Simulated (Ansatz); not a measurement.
Steps of a relaxation of `[OH][GeH][GeH3]` radical with UKS PBE0-D4/def2-TZVP.

```sh
$ ansatz run in.yaml --threads 4 --pin off --events-out ev --progress --plain --max-ram 10444MiB
```

```yaml
crystal:
  periodic: [false, false, false]
  atoms:
    - {symbol: O, position_ang: [-1.201629, 0.254362, -1.710440]}
    - {symbol: Ge, position_ang: [-0.048035, 1.074603, -0.564516]}
    - {symbol: Ge, position_ang: [0.237207, -0.569023, 1.247396]}
    - {symbol: H, position_ang: [-1.088280, 0.597487, -2.617559]}
    - {symbol: H, position_ang: [1.301334, 1.314546, -1.362241]}
    - {symbol: H, position_ang: [1.217865, 0.017273, 2.298485]}
    - {symbol: H, position_ang: [0.804003, -1.919198, 0.723251]}
    - {symbol: H, position_ang: [-1.130264, -0.827151, 1.929724]}
basis:
  gaussian: {orbitals: def2-TZVP}
magnetization: {spin_polarized: true, initial_magnetization: 1}
hamiltonian: {xc: pbe0, dispersion: d4}
relax: {f_tol: 0.005, max_steps: 150}
```

Positions (Å) and forces (eV/Å) along the path, 10 of 10 steps:

```xyz
8
step=1 energy=-115149.0987 eV
O    -1.202    0.254   -1.710    0.482    0.590   -0.364
Ge   -0.048    1.075   -0.565   -0.039   -0.438   -0.345
Ge    0.237   -0.569    1.247   -0.008   -0.064    0.120
H    -1.088    0.597   -2.618   -0.109   -0.292    0.689
H     1.301    1.315   -1.362   -0.294   -0.011    0.125
H     1.218    0.017    2.298   -0.149   -0.082   -0.168
H     0.804   -1.919    0.723   -0.092    0.243    0.057
H    -1.130   -0.827    1.930    0.209    0.053   -0.115
8
step=2 energy=-115149.1219 eV
O    -1.201    0.270   -1.719    0.254    0.195    0.031
Ge   -0.037    1.027   -0.560   -0.174   -0.002   -0.247
Ge    0.236   -0.570    1.261    0.026   -0.074   -0.023
H    -1.072    0.611   -2.612   -0.043   -0.093    0.194
H     1.273    1.307   -1.372   -0.050   -0.034    0.059
H     1.211    0.018    2.298   -0.030   -0.003   -0.043
H     0.805   -1.895    0.716   -0.016   -0.001    0.056
H    -1.123   -0.825    1.931    0.033    0.013   -0.028
8
step=3 energy=-115149.1266 eV
O    -1.188    0.263   -1.692    0.089    0.088    0.042
Ge   -0.035    1.047   -0.556   -0.103   -0.060   -0.041
Ge    0.234   -0.571    1.244    0.028    0.007   -0.010
H    -1.068    0.587   -2.588   -0.039   -0.026   -0.031
H     1.273    1.316   -1.364    0.027    0.012   -0.010
H     1.207    0.019    2.274    0.018    0.000    0.037
H     0.794   -1.902    0.716    0.005   -0.022    0.002
H    -1.125   -0.817    1.911   -0.025    0.001    0.011
8
step=4 energy=-115149.1274 eV
O    -1.192    0.270   -1.697    0.068    0.057    0.031
Ge   -0.038    1.045   -0.558   -0.060   -0.039   -0.022
Ge    0.236   -0.572    1.246    0.016    0.004   -0.011
H    -1.067    0.588   -2.595   -0.031   -0.020   -0.017
H     1.271    1.315   -1.365    0.014    0.008   -0.004
H     1.208    0.017    2.280    0.005    0.002    0.013
H     0.798   -1.905    0.721    0.001   -0.013    0.003
H    -1.123   -0.817    1.913   -0.014    0.000    0.006
8
step=5 energy=-115149.1278 eV
O    -1.192    0.275   -1.701    0.018    0.013    0.007
Ge   -0.040    1.044   -0.560    0.001   -0.013    0.011
Ge    0.239   -0.573    1.247    0.001    0.003   -0.006
H    -1.071    0.589   -2.600   -0.017   -0.009   -0.011
H     1.270    1.317   -1.365    0.004    0.006    0.001
H     1.209    0.016    2.283   -0.002    0.002   -0.004
H     0.800   -1.910    0.728   -0.001   -0.003    0.001
H    -1.122   -0.816    1.913   -0.003    0.000    0.001
8
step=6 energy=-115149.1278 eV
O    -1.192    0.273   -1.700    0.031    0.009    0.028
Ge   -0.038    1.043   -0.562   -0.012   -0.010    0.023
Ge    0.239   -0.573    1.246    0.003    0.003   -0.010
H    -1.076    0.588   -2.599   -0.013    0.000   -0.033
H     1.274    1.322   -1.362   -0.002   -0.002   -0.009
H     1.209    0.016    2.283   -0.003    0.002   -0.003
H     0.799   -1.911    0.728    0.000   -0.003    0.002
H    -1.123   -0.814    1.910   -0.004    0.000    0.004
8
step=7 energy=-115149.1279 eV
O    -1.184    0.265   -1.702    0.006   -0.007    0.057
Ge   -0.037    1.042   -0.562   -0.004   -0.010    0.009
Ge    0.239   -0.573    1.246    0.003    0.002   -0.008
H    -1.085    0.592   -2.599    0.002    0.014   -0.056
H     1.277    1.324   -1.359   -0.002    0.003   -0.005
H     1.210    0.016    2.282   -0.003    0.001   -0.002
H     0.797   -1.911    0.728    0.000   -0.002    0.002
H    -1.123   -0.812    1.911   -0.003    0.000    0.004
8
step=8 energy=-115149.1280 eV
O    -1.185    0.268   -1.702   -0.001   -0.005    0.015
Ge   -0.037    1.042   -0.562    0.004   -0.001    0.008
Ge    0.239   -0.574    1.246    0.000   -0.001   -0.005
H    -1.083    0.592   -2.600    0.000    0.004   -0.019
H     1.275    1.325   -1.360   -0.002    0.001   -0.001
H     1.209    0.016    2.281   -0.001    0.001   -0.002
H     0.797   -1.913    0.730    0.000    0.000    0.001
H    -1.123   -0.813    1.912   -0.001    0.001    0.001
8
step=9 energy=-115149.1280 eV
O    -1.184    0.268   -1.702    0.002    0.001    0.001
Ge   -0.037    1.042   -0.560   -0.002   -0.001   -0.007
Ge    0.239   -0.576    1.245    0.002    0.000   -0.001
H    -1.081    0.590   -2.601    0.000    0.001    0.001
H     1.273    1.330   -1.360   -0.001   -0.001    0.003
H     1.211    0.016    2.278    0.002   -0.001    0.003
H     0.795   -1.916    0.732   -0.002    0.002    0.000
H    -1.123   -0.811    1.913    0.000   -0.001    0.000
8
step=10 energy=-115149.1280 eV
O    -1.183    0.266   -1.704    0.000    0.000    0.001
Ge   -0.039    1.041   -0.561   -0.001    0.000    0.000
Ge    0.239   -0.575    1.245    0.000    0.000    0.000
H    -1.080    0.590   -2.602    0.000    0.000    0.000
H     1.273    1.331   -1.358    0.001    0.000    0.000
H     1.213    0.015    2.278    0.000    0.000   -0.001
H     0.792   -1.916    0.731    0.000    0.000    0.000
H    -1.122   -0.810    1.915    0.000    0.000    0.001
```

Run time 30 s (4 threads of an Intel Xeon 6975P-C on a shared host); peak host memory 0.61 GiB.
